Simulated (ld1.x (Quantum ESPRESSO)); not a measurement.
What one change does to a pseudopotential (Re, TM)

* Element: Re
* Generator: ld1.x (Quantum ESPRESSO) 7.5
* Type: norm-conserving Troullier–Martins (Kleinman–Bylander form)
* Functional: PBEsol
* Relativity: fully relativistic
* Frozen core: [Kr] 4d10 4f14 5s2
* Valence charge: 13
* Reference configuration: 5p6 5d5 6s2 6p0
* Partial waves: 6s (bound): rc 2.30 bohr; 5p (bound): rc 1.55 bohr; 5d (bound): rc 2.65 bohr
* Local potential: all-electron potential smoothed inside 2.40 bohr (lloc = -1)
* Core correction: none

Open shells are filled in proportion to 2j + 1 (rel_dist='average').

All-electron outer shells of the reference configuration (PBEsol, scalar-relativistic, ld1.x):

```
shell  level (eV)  outermost node (bohr)  outermost maximum (bohr)
   5s      -85.29                   0.52                      0.93
   5p      -47.03                   0.56                      1.06
   4f      -42.34                      –                      0.41
   6s       -5.98                   1.24                      2.57
   5d       -5.40                   0.62                      1.43
   6p       -1.29                   1.48                      3.61
```

Change: reference 5p6 5d5 6s1.5 6p0.5.

Cutoffs: the cutoffs (Ry, on a coarse ladder) from which the occupation-weighted sum of valence levels, in a spherical-Bessel basis at the reference potential, stays within 10 and 1 mRy of its value at 400 Ry; they do not see the model core or the augmentation charge, which bear on the density cutoff. Errors are all-electron minus pseudo energies relative to the spin-unpolarised reference configuration.

Task: What does the change do?

Result: The potential gets neither clearly harder nor softer (55 Ry and 100 Ry → 55 Ry and 100 Ry); the bound ghost in s disappears; the miss of the reference levels goes from 0.00 to 0.20 eV; the number of tests that count goes from 6 to 7.

| quantity | base | changed |
| --- | --- | --- |
| cutoff, loose | 55 Ry | 55 Ry |
| cutoff, tight | 100 Ry | 100 Ry |
| bound ghosts | s | none |
| largest miss of a reference level, eV | 0.00 | 0.20 |
| tests counted (converged, no solver errors) | 6 of 7 | 7 of 7 |
| s: phases at 2.90 bohr within 0.05 rad from the reference energy up to (Ry; the scan ends near 5) | -0.2 | -0.3 |
| p1/2: phases at 2.90 bohr within 0.05 rad from the reference energy up to (Ry; the scan ends near 5) | -0.4 | -0.5 |
| p3/2: phases at 2.90 bohr within 0.05 rad from the reference energy up to (Ry; the scan ends near 5) | -0.1 | -0.1 |
| d3/2: phases at 2.90 bohr within 0.05 rad from the reference energy up to (Ry; the scan ends near 5) | 1.5 | 1.4 |
| d5/2: phases at 2.90 bohr within 0.05 rad from the reference energy up to (Ry; the scan ends near 5) | 1.6 | 1.5 |

Base: Tests not counted: 5p6 5d6 6s1 6p0 (solver errors, printed error -944 eV). ld1.x printed “convergence not achieved” for 3 of the counted tests; their residual had stalled under 1e-8, short of the target of 1e-14. Changed file: ld1.x printed “convergence not achieved” for 2 of the counted tests; their residual had stalled under 1e-8, short of the target of 1e-14. The 6p level has no wave, so the channel is fitted at the deeper level alone: the likely source of the large errors. A true bound ghost makes a file unfit for plane-wave use even where its test errors are small: the radial tests pick states by their node count and pass the ghost by. Where a test does run into it, the solver fails or the error is huge.
